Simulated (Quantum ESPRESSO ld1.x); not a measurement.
Se IV, configuration [Ar] 3d10 4s2 4p1 (the NIST ground configuration).

All-electron calculation, Dirac Kohn-Sham, PBE, spin-unpolarised, spherical densities, point nucleus; open shells fill j = l - 1/2 first. Program: ld1.x of Quantum ESPRESSO 7.5.

Energy parts (eV):
| part | energy |
|---|---|
| total | -66065.0 |
| kinetic | 67653.1 |
| electron-nucleus | -158404.4 |
| Hartree | 27050.8 |
| exchange-correlation | -2364.6 |

Orbitals (lengths in bohr, moments of r in powers of bohr):
| orbital | occ. | eigenvalue (eV) | <r^2> | small-component weight |
|---|---|---|---|---|
| 1s1/2 | 2 | -12538.1 | 0.002616 | 1.52e-02 |
| 2s1/2 | 2 | -1643.11 | 0.04521 | 2.98e-03 |
| 2p1/2 | 2 | -1477.83 | 0.03486 | 2.97e-03 |
| 2p3/2 | 4 | -1436.06 | 0.03631 | 2.91e-03 |
| 3s1/2 | 2 | -249.765 | 0.3789 | 7.06e-04 |
| 3p1/2 | 2 | -193.219 | 0.3973 | 6.55e-04 |
| 3p3/2 | 4 | -187.338 | 0.4116 | 6.37e-04 |
| 3d3/2 | 4 | -89.8552 | 0.4851 | 5.16e-04 |
| 3d5/2 | 6 | -88.9547 | 0.4916 | 5.11e-04 |
| 4s1/2 | 2 | -49.2530 | 3.044 | 1.18e-04 |
| 4p1/2 | 1 | -36.7564 | 3.966 | 9.28e-05 |
| 4p3/2 | 0 | -36.1651 | 4.076 | 9.08e-05 |

The highest occupied level is 4p1/2 at -36.756 eV. Summed over all electrons, <r^2> = 18.45 bohr^2, which gives a Langevin (diamagnetic) susceptibility term of -14.6 x 10^-6 cm^3/mol. For comparison, the ionisation energy in NIST's Atomic Spectra Database is 42.947 eV (measured). In exact Kohn-Sham theory the highest level is minus the ionisation energy, but local and semilocal functionals leave it too shallow, through self-interaction and a potential that decays too fast; potentials with the right tail come closer.

Beside tabulated values, note that spin-unpolarised runs miss the spin-polarisation part of the exchange energy of open shells.
